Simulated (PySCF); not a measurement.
Ni (nickel, neutral) across methods

[Ar] 3d8 4s2, high-spin 3F determinant. Computed with PySCF 2.14 in aug-cc-pVDZ-DK, with the spin-free X2C one-electron Hamiltonian (Gaussian nucleus).

```tsv
method	E (hartree)	mean ε 3d β (eV)	mean ε 4s α (eV)	mean ε 4s β (eV)	Σ⟨r²⟩ (bohr²)	⟨S²⟩
LDA	-1517.784	-8.120	-6.023	-5.664	35.39	2.003
UHF	-1519.09690	-17.291	-7.909	-7.422	37.24	2.005
r2SCAN0	-1520.497	-10.880	-6.676	-6.280	35.60	2.004
MN15	-1521.484	-11.488	-7.241	-6.949	36.30	2.003
r2SCAN	-1520.540	-8.532	-6.019	-5.623	35.50	2.004
BHandHLYP	-1520.528	-12.937	-7.118	-6.801	35.94	2.003
revPBE	-1520.477	-8.042	-5.737	-5.356	35.87	2.003
PBE	-1520.324	-8.075	-5.807	-5.435	35.75	2.003
PBE0	-1520.326	-10.499	-6.501	-6.121	35.75	2.003
```
